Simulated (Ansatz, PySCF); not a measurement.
Dimer: CH4 (SMILES C) (first 5 atoms) with C3H8 (SMILES CCC); geometry from B3LYP-D3(BJ)/def2-TZVP.
(charge 0, multiplicity 1):
```xyz
16

C      0.0176     0.1592     0.1747
H      0.1125     0.2671    -0.9049
H     -0.8960    -0.3864     0.4061
H      0.8746    -0.3891     0.5626
H     -0.0223     1.1443     0.6370
C      0.4182    -1.2951     3.8285
C      0.4876     0.2238     3.9603
C     -0.8904     0.8801     3.9489
H      1.4130    -1.7449     3.8352
H     -0.1518    -1.7342     4.6511
H     -0.0726    -1.5847     2.8964
H      1.0915     0.6323     3.1452
H      1.0084     0.4859     4.8861
H     -0.8192     1.9656     4.0417
H     -1.4211     0.6587     3.0201
H     -1.5054     0.5145     4.7751
```

Basis-set superposition error: the interaction energy with monomers in their own basis, and in the dimer's basis (counterpoise).

Run with Ansatz (Gaussian orbitals); PySCF for 6-31G* rows. 

```csv
level,uncorrected (meV),counterpoise (meV),difference
HF/aug-cc-pVDZ,22.4,34.7,12.3
SVWN5/def2-TZVPPD,-74.7,-71.9,2.8
PBE/def2-TZVPPD,-6.0,-4.2,1.8
BLYP/def2-TZVPPD,45.9,48.2,2.2
B3LYP/6-31G*,13.5,30.8,17.2
BHLYP/def2-TZVPPD,8.8,10.1,1.3
CAM-B3LYP/def2-TZVPPD,0.7,2.6,1.9
wB97X-V/def2-TZVPPD,-47.0,-45.3,1.7
MP2/6-31G*,-20.4,1.5,21.9
CCSD/aug-cc-pVDZ,-66.3,-28.6,37.7
```

The error is largest for CCSD/aug-cc-pVDZ (37.7 meV) and smallest for BHLYP/def2-TZVPPD (1.3 meV).

Ansatz is an electronic-structure program.
